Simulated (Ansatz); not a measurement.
One change: `COB(F)O[SiH3]` becomes `OCB(F)O[SiH3]`.

Ansatz, PBE0-D4/def2-TZVP geometries, multiplicity 1. Each molecule was computed in one conformer, which needn't be the lowest.

```csv
property,`COB(F)O[SiH3]`
size of the dipole moment (B3LYP/def2-TZVPP) / D,1.75
LUMO energy (PBE0/def2-TZVPP) / eV,0.17
HOMO energy (ωB97M-V/def2-TZVPP) / eV,-11.24
LUMO energy (PBE/def2-TZVPP) / eV,-0.69
HOMO energy (PBE0/def2-TZVPP) / eV,-8.88
LUMO energy (B3LYP/def2-TZVPP) / eV,-0.07
```

(1) Give the same properties after the change, and the shifts. (An estimate is asked.)

## Answers

(1) Ansatz gave: 
```json
{"property": "size of the dipole moment (B3LYP/def2-TZVPP) / D", "`OCB(F)O[SiH3]`": "2.74", "shift": "0.99"}
{"property": "LUMO energy (PBE0/def2-TZVPP) / eV", "`OCB(F)O[SiH3]`": "0.24", "shift": "0.07"}
{"property": "HOMO energy (ωB97M-V/def2-TZVPP) / eV", "`OCB(F)O[SiH3]`": "-10.83", "shift": "0.41"}
{"property": "LUMO energy (PBE/def2-TZVPP) / eV", "`OCB(F)O[SiH3]`": "-0.61", "shift": "0.08"}
{"property": "HOMO energy (PBE0/def2-TZVPP) / eV", "`OCB(F)O[SiH3]`": "-8.38", "shift": "0.50"}
{"property": "LUMO energy (B3LYP/def2-TZVPP) / eV", "`OCB(F)O[SiH3]`": "-0.03", "shift": "0.04"}
```

With PBE0 the HOMO rises by 0.50 eV and the LUMO rises by 0.07 eV, so the gap narrows by about 0.43 eV. PBE moves the HOMO by 0.66 eV and ωB97M-V by 0.41 eV. Dipoles are sizes alone; their direction can turn.

B3LYP here is the variant with VWN-RPA as its local correlation; programs differ in this.
